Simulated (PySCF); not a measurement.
Molecule: `[SiH3][CH2][GeH2-]`, [CH$_{7}$GeSi]-.

Cartesian coordinates in Å; atom numbers follow the order of the lines, from 1:
```xyz
10

Si   -1.056    0.565   -0.032
C    -0.040   -0.976   -0.114
Ge    2.007   -0.619    0.105
H    -2.567    0.381   -0.185
H    -0.716    1.549   -1.116
H    -0.925    1.283    1.282
H    -0.351   -1.681    0.677
H    -0.197   -1.487   -1.080
H     2.027    0.622   -0.930
H     1.827    0.368    1.372
```

Total charge -1.

Geometry PBE0-D3(BJ)/def2-SVP throughout; GIAO in PySCF 2.14.0 with density-fitted response routines, gas phase, one conformer, non-relativistic; equivalent atoms averaged; basis pcSseg-2.

For orientation, mPW1PW91 gives these absolute shieldings σ: Si1 414.7, C2 193.7, Ge3 1657.9, H4/H5/H6 27.08, H9/H10 28.25, H7/H8 32.47 ppm.

A run gave: Si1 396.4, C2 179.3, Ge3 1565.2, H4/H5/H6 27.00, H9/H10 28.18, H7/H8 32.38 ppm (absolute shieldings σ).

Question: Which functional was used in that run?
A. BLYP
B. CAM-B3LYP
C. KT2
D. KT3
E. LDA

Answer: A. C2 tells them apart best: BLYP gives 179.3, KT3 gives 187.6, LDA gives 188.9, KT2 gives 190.5, CAM-B3LYP gives 192.1 ppm.
